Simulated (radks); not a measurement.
Polarisability of the arsenic ion As2+, [Ar] 3d10 4s2 4p1, at imaginary frequency. Method: non-relativistic Kohn-Sham, LDA (Slater exchange, Perdew-Wang correlation), spin-unpolarised, spherical densities, point nucleus; computed with a radial shooting solver on a logarithmic mesh with Libxc functionals. Response by self-consistent Sternheimer equations with the Hartree and adiabatic LDA kernel.

w (hartree),alpha1(iw) (bohr^3)
0.00266,10.26
0.0143,10.25
0.0360,10.21
0.0697,10.08
0.118,9.764
0.186,9.124
0.280,8.023
0.413,6.455
0.605,4.657
0.892,3.019
1.35,1.797
2.12,1.005
3.59,0.5198
6.94,0.2215
17.5,0.05538

Static values: alpha1 = 10.26 bohr^3 (1.520 angstrom^3; uncoupled 17.04). C6 = 45.12, triple-dipole C9 = 331.4 atomic units. One-pole (London) frequency 4 C6 / (3 alpha1^2) = 0.572 hartree, against 0.843 for minus the highest occupied eigenvalue. The dipole shielding factor is 0.939, as the force sum rule N/Z = 0.939 demands.
